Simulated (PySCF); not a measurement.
An unknown gives this computed stick spectrum. Method used: PySCF, TDDFT B3LYP/def2-SVPD, vertical, gas phase, core orbitals frozen in the response. Geometries: GFN2-xTB, one conformer each.

```tsv
state	E (eV)	λ (nm)	f
S1	5.37	230.7	0.0019
S2	6.63	187.0	0.019
S3	7.20	172.1	0.012
S4	7.32	169.5	0.013
S5	7.36	168.5	0.102
S6	7.40	167.5	0.0074
S7	7.57	163.7	0.0022
S8	7.62	162.7	0.0058
```

Orbital energies (eV): HOMO-3 -9.36, HOMO-2 -9.31, HOMO-1 -8.31, HOMO -7.50, LUMO -0.56, LUMO+1 -0.02, LUMO+2 0.48.

Question: Which candidate is it? All have the formula C6H8N2.
A. `CC(CC#N)CC#N`
B. `N#CC[C@H]1CC=NC1`
C. `C(C#N)CCCC#N`

Answer: B. Its S1, at 5.37 eV, is the lowest among the candidates; the nearest of the others has S1 at 7.75 eV. S1 is HOMO→LUMO (99%). Löwdin shares by element: HOMO nitrogen 61% or more, carbon 26% or more; LUMO carbon 43% or more, nitrogen 36% or more, hydrogen 6% or more. At the same level the other candidates give, for their lowest levels:
- `CC(CC#N)CC#N`: 7.75 eV (f 0.000); 7.84 eV (f 0.000); 8.00 eV (f 0.008); 8.10 eV (f 0.005); 8.12 eV (f 0.005); T1 6.52 eV; HOMO -9.33, LUMO -0.33 eV
- `N#CCCCCC#N`: 7.80 eV (f 0.000); 7.82 eV (f 0.000); 8.03 eV (f 0.000); 8.07 eV (f 0.024); 8.09 eV (f 0.000); T1 6.54 eV; HOMO -9.32, LUMO -0.26 eV
Triplets come from the Tamm–Dancoff approximation.
